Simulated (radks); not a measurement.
Neutral bismuth inside a hard spherical wall (all orbitals vanish at R), configuration held at [Hg] 6p3 and not refilled when levels cross. Method: scalar-relativistic Kohn-Sham, LDA (Slater exchange, Perdew-Wang correlation), spin-polarised, spherical densities, finite nucleus; open shells are filled with parallel spins first (spin-orbit coupling, left out, can overturn this in heavy ions); Fermi nuclear charge, rms radius 5.5211 fm; computed with a radial shooting solver on a logarithmic mesh with Libxc functionals. Eigenvalues in eV for spin up, with the zero of energy where the potential of the charges vanishes at infinity; a dash marks a level that is unbound or too diffuse for the functional's potential to be trusted. A positive occupied level is held by the wall or, in an anion where self-interaction has pushed it up, behind a barrier. The pressure on the wall is -dE/dV.

R (bohr)	E (hartree)	kinetic (hartree)	e(5p)	e(5d)	e(6s)	e(6p)	e(7s, empty)	e(6d, empty)	pressure (GPa)
free	-21512.8753	24375.419	-95.817	-27.146	-15.160	-5.267	-0.724	-	0
20	-21512.8753	24375.419	-95.817	-27.146	-15.160	-5.267	-0.720	0.662	< 0.0001
12	-21512.8753	24375.419	-95.814	-27.143	-15.157	-5.264	-0.542	1.151	0.000569
8	-21512.8714	24375.452	-95.600	-26.934	-14.982	-5.090	0.955	2.545	0.173
7	-21512.8622	24375.516	-95.270	-26.613	-14.721	-4.804	2.460	3.626	0.758
4	-21512.2730	24378.343	-88.635	-20.365	-9.026	3.161	31.027	20.445	126
3.5	-21511.6102	24381.202	-84.526	-16.578	-4.631	9.478	50.422	31.447	374
3	-21510.0127	24387.805	-77.316	-9.862	4.495	22.210	86.011	51.680	1290
2.5	-21505.6559	24404.947	-63.610	3.610	26.060	51.001	157.58	92.675	5360
2	-21491.6480	24456.189	-34.721	35.270	85.949	125.95	320.76	187.06	29100
1.5	-21435.2236	24640.704	43.193	128.94	286.73	356.71	766.24	447.13	233000
